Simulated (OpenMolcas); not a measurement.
Cr3+: moving the ligands

Cr3+ with 6 ligands (fluoride) in octahedral coordination (Oh) at 1.93 Å. A charge of +0.5 e stands 3.2 Å behind each ligand. Ligand basis ANO-RCC-VDZP.

```json
{
 "Program": "OpenMolcas 26.06",
 "Method": "SS-CASPT2, IPEA 0.25 Eh, imaginary shift 0.1 Eh (closed shells correlated: 3s 3p and the ligand valence shells)",
 "Basis": "ANO-RCC-VDZP [5s4p2d1f]",
 "Scalar Hamiltonian": "DKH2, point nucleus",
 "Active space": "3 electrons in 5 orbitals (3d)",
 "State averaging": "2S+1 = 4 even, 10 roots; 2S+1 = 2 even, 40 roots",
 "Spin-orbit coupling": "RASSI with atomic mean-field integrals over the reference wave functions"
}
```

Runs around this geometry, states (labels of O, the rotations of Oh). Energies in cm-1 above the lowest state or level, χT in cm3 K/mol; 10Dq and B are least-squares fits to the states below 45000 cm-1, weighted by degeneracy, with a free offset, and given where the rms deviation is under 5 % of |10Dq| (or 100 cm-1) and under 700 cm-1.

```json
{"R (Å)": "1.84", "Ground state": "4A2", "First state of that spin": "4T2 19170", "10Dq": "18849", "B (rms of fit)": "817 (412)", "First gap with spin-orbit (degeneracies)": "15540 (4, 4)", "χT at 300 K": "1.843", "First state of another spin": "2E 15560"}
{"R (Å)": "1.93", "Ground state": "4A2", "First state of that spin": "4T2 15290", "10Dq": "", "B (rms of fit)": "", "First gap with spin-orbit (degeneracies)": "15100 (4, 4)", "χT at 300 K": "1.832", "First state of another spin": "2E 15570"}
{"R (Å)": "2.05", "Ground state": "4A2", "First state of that spin": "4T2 11510", "10Dq": "11956", "B (rms of fit)": "812 (577)", "First gap with spin-orbit (degeneracies)": "11400 (4, 2)", "χT at 300 K": "1.815", "First state of another spin": "2E 15520"}
```

Taking the first state of the same spin as R^-n, n = -ln(11510 / 19170) / ln(2.05 / 1.84) = 4.7 between the shortest and longest distance.

Roots that are degenerate in the reference are averaged as groups; the widest CASPT2 spread within a group is 570 cm-1 (the 3-fold group of multiplicity 4 near 28200 cm-1 above the lowest state of its run, R = 2.05). Shifts and gaps below about the spread of the groups concerned are not significant. Over all roots computed the reference weight is 0.71 to 0.72 in R = 1.84, 0.71 to 0.72 in R = 1.93, 0.70 to 0.72 in R = 2.05; a low but even weight reflects the number of correlated electrons. Ligand-to-metal charge-transfer states are missing. With no ligand orbital active B as a rule stays too high, so bands that hang on it stand too high and its fall with covalency is understated. With one d shell and no ligand orbital active, 10Dq can be off by a tenth or more. Free-ion shares, where given, are those of the reference states; single-state CASPT2 does not remix them (holds for R = 2.05). No measured value stands beside these numbers; the geometry is a model, was not optimised and need not be the one that this ion takes.
